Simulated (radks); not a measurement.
Trend from K3+ to Kr3+: ionisation energy by Delta-SCF between NIST ground configurations, and size. Method: scalar-relativistic Kohn-Sham, SCAN, spin-unpolarised, spherical densities, finite nucleus; meta-GGA in the generalised Kohn-Sham scheme; Fermi nuclear charge, rms radius of each element as measured or else 0.836 A^(1/3) + 0.57 fm; computed with a radial shooting solver on a logarithmic mesh with Libxc functionals.

| species | configuration | configuration of the ion | IE (eV) | NIST (eV) | kind | -e(HOMO) (eV) | outermost | <r> outermost (bohr) |
|---|---|---|---|---|---|---|---|---|
| K3+ | [Ne] 3s2 3p4 | [Ne] 3s2 3p3 | 63.395 | 60.92 | semi-emp. | 55.228 (3p) | 3p | 1.29 |
| Ca3+ | [Ne] 3s2 3p5 | [Ne] 3s2 3p4 | 68.984 | 67.273 | semi-emp. | 60.308 (3p) | 3p | 1.21 |
| Sc3+ | [Ar] | [Ne] 3s2 3p5 | 74.705 | 73.489 | exp. | 65.443 (3p) | 3p | 1.13 |
| V3+ | [Ar] 3d2 | [Ar] 3d1 | 45.255 | 46.709 | exp. | 36.429 (3d) | 3d | 1.18 |
| Cr3+ | [Ar] 3d3 | [Ar] 3d2 | 47.901 | 49.16 | semi-emp. | 38.728 (3d) | 3d | 1.11 |
| Mn3+ | [Ar] 3d4 | [Ar] 3d3 | 50.443 | 51.2 | semi-emp. | 40.934 (3d) | 3d | 1.04 |
| Fe3+ | [Ar] 3d5 | [Ar] 3d4 | 52.903 | 54.91 | exp. | 43.063 (3d) | 3d | 0.987 |
| Co3+ | [Ar] 3d6 | [Ar] 3d5 | 55.289 | 51.3 | semi-emp. | 45.125 (3d) | 3d | 0.938 |
| Ni3+ | [Ar] 3d7 | [Ar] 3d6 | 57.617 | 54.9 | semi-emp. | 47.130 (3d) | 3d | 0.893 |
| Cu3+ | [Ar] 3d8 | [Ar] 3d7 | 59.886 | 57.38 | semi-emp. | 49.083 (3d) | 3d | 0.853 |
| Zn3+ | [Ar] 3d9 | [Ar] 3d8 | 62.105 | 59.57 | exp. | 50.990 (3d) | 3d | 0.817 |
| Ga3+ | [Ar] 3d10 | [Ar] 3d9 | 64.256 | 63.24 | exp. | 52.855 (3d) | 3d | 0.784 |
| Ge3+ | [Ar] 3d10 4s1 | [Ar] 3d10 | 45.669 | 45.716 | exp. | 40.372 (4s) | 4s | 1.85 |
| Br3+ | [Ar] 3d10 4s2 4p2 | [Ar] 3d10 4s2 4p1 | 46.139 | 47.78 | exp. | 40.069 (4p) | 4p | 1.76 |
| Kr3+ | [Ar] 3d10 4s2 4p3 | [Ar] 3d10 4s2 4p2 | 50.070 | 50.9 | exp. | 43.637 (4p) | 4p | 1.66 |

Reference values: NIST Atomic Spectra Database (exp. = measured, semi-emp. = semi-empirical, theory = theoretical value adopted there). Spin polarisation and multiplet splitting are left out, so open shells lie too high by an amount that depends on their filling.

Beside tabulated values, note that spin-unpolarised runs miss the spin-polarisation part of the exchange energy of open shells.
